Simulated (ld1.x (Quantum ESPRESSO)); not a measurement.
## Cu (Z = 29): variants of one PAW potential

Base potential:

Cu (Z = 29), PAW, made with ld1.x (Quantum ESPRESSO) 7.5 (revPBE, scalar-relativistic). Core [Ar], reference 3d10 4s1 4p0. Waves: 4s (bound): rcut 1.95, rcutus 2.65 bohr; 4s channel at 0.5 Ry: rcut 1.95, rcutus 2.65 bohr; 4p (bound, empty): rcut 3.35, rcutus 4.45 bohr; 4p channel at 0.3 Ry: rcut 3.35, rcutus 4.45 bohr; 3d (bound): rcut 1.05, rcutus 1.30 bohr; 3d channel at 0.05 Ry: rcut 1.05, rcutus 1.30 bohr. Local part: all-electron potential smoothed inside 3.30 bohr (lloc = -1). Core correction: Bessel-smoothed model core inside 1.00 bohr. Augmentation charge: BESSEL, radius 1.10 bohr.

Cutoffs, loose and tight: the cutoffs (Ry, on a coarse ladder) from which the occupation-weighted sum of valence levels, in a spherical-Bessel basis at the reference potential, stays within 10 and 1 mRy of its value at 400 Ry. They do not see the model core or the augmentation charge, which bear on the density cutoff. Test errors are all-electron minus pseudo excitation energies from the reference, over the configurations 3d10 4s0 4p0; 3d9 4s0 4p0; 3d8 4s0 4p0; 3d9 4s2 4p0; 3d10 4s0.5 4p0; 3d7 4s0 4p0; 3d9 4s1 4p0. A dash means not determined; rows that change the core or the reference have their own tests. The largest error is taken over the tests solved by every variant that gives reliable tests at all: 3d10 4s0 4p0; 3d10 4s0.5 4p0; 3d8 4s0 4p0; 3d9 4s0 4p0; 3d9 4s1 4p0; 3d9 4s2 4p0.

Cutoffs are not given where the Bessel-basis levels miss the radial ones by over 6 mRy, ghosts where they miss by over 20 mRy; a channel whose overlap is not positive is not tested.

A file whose overlap is not positive is unfit for use, and its test errors describe a broken file.

```tsv
change	outcome	cutoff, loose	cutoff, tight	bound ghosts	largest test error (meV)
base	generated, overlap not positive	–	–	not determined (overlap not positive)	-715
wave 3d channel at 0.05 Ry: rcut 1.05, rcutus 1.30 bohr becomes 3d channel at 2.64 Ry: rcut 1.05, rcutus 1.30 bohr	generated, overlap not positive	–	–	not determined (overlap not positive)	-486
waves 4p (bound): rcut 3.35, rcutus 6.14 bohr; 4p channel at 0.3 Ry: rcut 3.35, rcutus 6.14 bohr	generated, overlap not positive	–	–	not determined (overlap not positive)	-715
augmentation PSQ, inside the norm-conserving radii	generated, overlap not positive	–	–	not determined (overlap not positive)	-725
reference 3d9 4s0 4p0	generated	70 Ry	120 Ry	none	-258 over the solved tests; 1 of 7 tests not solved or not reliable
local potential all-electron potential smoothed inside 1.80 bohr (lloc = -1)	generated, overlap not positive	–	–	not determined (overlap not positive)	-523
local potential all-electron potential smoothed inside 1.98 bohr (lloc = -1)	generated, overlap not positive	–	–	not determined (overlap not positive)	-528
functional BLYP	generated	80 Ry	140 Ry	none	-726
waves 3d (bound): rcut 0.90, rcutus 0.96 bohr; 3d channel at 0.05 Ry: rcut 0.90, rcutus 0.96 bohr	generated, overlap not positive	–	–	not determined (overlap not positive)	-614
all radii but the core radius scaled by about 0.85 (s 2.24, p 3.76, d 1.10 bohr, rcut 1.64/2.82/0.88); local potential all-electron potential smoothed inside 2.78 bohr (lloc = -1); augmentation BESSEL, radius 0.92 bohr	generated	120 Ry	200 Ry	none	-586
waves 4s (bound): rcut 1.95, rcutus 3.00 bohr; 4s channel at 0.5 Ry: rcut 1.95, rcutus 3.00 bohr	generated, overlap not positive	–	–	not determined (overlap not positive)	-716
core correction Bessel-smoothed model core inside 1.38 bohr	generated, overlap not positive	–	–	not determined (overlap not positive)	-715
all radii but the core radius scaled by about 1.25 (s 3.32, p 5.56, d 1.62 bohr, rcut 2.44/4.20/1.32); local potential all-electron potential smoothed inside 4.12 bohr (lloc = -1); augmentation BESSEL, radius 1.38 bohr	generated, overlap not positive	–	–	not determined (overlap not positive)	-1112
```
